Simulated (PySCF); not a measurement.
CH8N2OSi2, SMILES N[Si@]1(O)CN[SiH2]1.

Coordinates come from a B3LYP-D3(BJ)/def2-SVP optimisation. The structure was generated by enumeration; whether it is a known compound was not checked. The values are those of a single conformer.

Calculation: PySCF 2.14.0 with TDA-PBE0/def2-SVPD.

Vertical excitations. The molecule is in vacuum.

Computed lowest excited states:
| state | energy (eV) | λ (nm) | f | main pairs |
|---|---|---|---|---|
| S1 | 5.23 | 237 | 0.002 | HOMO→LUMO 87 % |
| S2 | 5.67 | 219 | 0.004 | HOMO→LUMO+1 83 % |
| S3 | 5.72 | 217 | 0.034 | HOMO−1→LUMO 91 % |
| S4 | 5.90 | 210 | 0.044 | HOMO−1→LUMO+1 88 % |
| S5 | 6.01 | 206 | 0.004 | HOMO→LUMO+2 88 % |
| S6 | 6.21 | 200 | 0.071 | HOMO−1→LUMO+2 88 % |
| S7 | 6.48 | 191 | 0.002 | HOMO→LUMO+3 86 % |
| S8 | 6.77 | 183 | 0.005 | HOMO→LUMO+4 81 % |
| S9 | 6.81 | 182 | 0.019 | HOMO−2→LUMO 80 % |
| S10 | 6.99 | 177 | 0.024 | HOMO−1→LUMO+3 50 %, HOMO−2→LUMO+2 35 % |
| T1 | 4.90 | 253 | 0 | HOMO→LUMO 88 % |
| T2 | 5.14 | 241 | 0 | HOMO−1→LUMO+1 46 %, HOMO−1→LUMO 29 %, HOMO−1→LUMO+2 11 % |
| T3 | 5.18 | 239 | 0 | HOMO−1→LUMO 58 %, HOMO−1→LUMO+2 21 %, HOMO−1→LUMO+1 13 % |
| T4 | 5.26 | 236 | 0 | HOMO→LUMO+1 64 %, HOMO→LUMO+2 25 % |
Triplets are in the Tamm–Dancoff approximation.
